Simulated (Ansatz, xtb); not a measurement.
**Two isomers of C5H8S2**

Structure X: `CC1=CCCSS1`, a singlet. Structure Y: `S=C1CCC[C@@H]1S`, a singlet. Both are isolated molecules in the gas phase, relaxed with B3LYP-D3(BJ)/def2-SVP; the shapes shown needn't be the lowest conformers.

X (Å):

```xyz
15

C    -2.0442   -1.4389    0.1486
C    -0.7410   -0.6851    0.1555
C    -0.6055    0.5638   -0.3227
C     0.6067    1.4590   -0.3393
C     1.8012    1.0058    0.4941
S     2.2771   -0.7221    0.1050
S     0.5696   -1.6375    0.9112
H    -2.8623   -0.7954   -0.2074
H    -2.3049   -1.7919    1.1613
H    -1.9829   -2.3297   -0.4982
H    -1.5031    1.0036   -0.7728
H     0.9285    1.6037   -1.3867
H     0.2998    2.4612    0.0150
H     1.5989    1.0671    1.5738
H     2.6877    1.6206    0.2741
```

Y (Å):

```xyz
15

C    -1.9985   -0.6862   -1.3156
C    -0.6299   -0.9336   -0.7091
C    -0.6121   -0.1703    0.6263
C    -1.6305    0.9626    0.4074
C    -2.7335    0.3084   -0.4383
S    -2.5810   -1.3323   -2.6919
S    -3.8508   -0.6589    0.6850
H     0.1149   -0.5224   -1.4141
H    -0.4151   -2.0096   -0.6313
H    -0.9535   -0.8270    1.4408
H     0.3871    0.2026    0.8942
H    -2.0077    1.4087    1.3395
H    -1.1770    1.7746   -0.1863
H    -3.3442    1.0095   -1.0206
H    -4.5095   -1.2858   -0.3174
```

Energies in hartree; the thermal terms are from GFN2-xTB frequencies at re-optimised GFN2-xTB minima (ideal gas, soft modes damped towards free rotors, one conformer each, 298.15 K, 1 atm) and include the zero-point energy:

|  | X | Y |
| --- | --- | --- |
| E, CCSD(T)/def2-SVP | −989.699435 | −989.706697 |
| E, MP2/def2-SVP | −989.588049 | −989.597150 |
| E, MP2/def2-TZVPP | −990.317456 | −990.316285 |
| zero-point energy | 0.117018 | 0.115530 |
| H(298 K) − E | 0.125896 | 0.124145 |
| G(298 K) − E | 0.084306 | 0.082722 |

Task: Correct the CCSD(T) difference for the basis set by the MP2 change, then work out ΔE, ΔE₀, ΔH and ΔG for X → Y in kJ/mol (1 Eh = 2625.50 kJ/mol) and the equilibrium ratio [Y]/[X].

Result: 1. Differences Y − X: CCSD(T) −0.007262, MP2 in the small set −0.009101, MP2 in the large set +0.001171 Eh.
2. ΔE = −0.007262 + (+0.001171 − (−0.009101)) = +0.003010 Eh = +7.90 kJ/mol.
3. ΔE₀ = ΔE + ΔZPE = +0.003010 + (−0.001488) Eh = +4.00 kJ/mol.
4. ΔH = ΔE + (−0.001751) Eh = +3.31 kJ/mol.
5. ΔG = ΔE + (−0.001584) Eh = +3.74 kJ/mol, so ΔS = (ΔH − ΔG)/T = −1.5 J/(mol K).
6. kT = 0.9442 mEh, so K = [Y]/[X] = exp(−ΔG/kT) = exp(−1.51) ≈ 0.22.

The two are too close for this level to say which is favoured. An error of 4 kJ/mol in ΔG would change K by a factor of 5. The basis-set step is large, which makes the value less sure. r2SCAN-D4/def2-SVP, HF/def2-SVP, MP2/def2-SVP, CCSD(T)/def2-SVP gave ΔE the other sign. Mirror images and further conformers aren't counted.

As drawn, Y has 1 C=S, 2 C–C, 1 S–H in place of 1 C=C, 1 C–S, 1 S–S, 1 C–H. Structure X has a 6-membered ring, Y a 5-membered ring.

Other levels gave ΔE = +23.8 (GFN2-xTB); +49.4 (HF/STO-3G, GFN2-xTB geometries); −3.9 (r2SCAN-D4/def2-SVP, GFN2-xTB geometries); +2.5 (B3LYP-D3(BJ)/def2-SVP); −9.8 (HF/def2-SVP); −23.9 (MP2/def2-SVP); −19.1 (CCSD(T)/def2-SVP) kJ/mol. The correlated steps freeze 15 core orbitals. Programs: Ansatz 0.2.0, xtb 6.7.1.
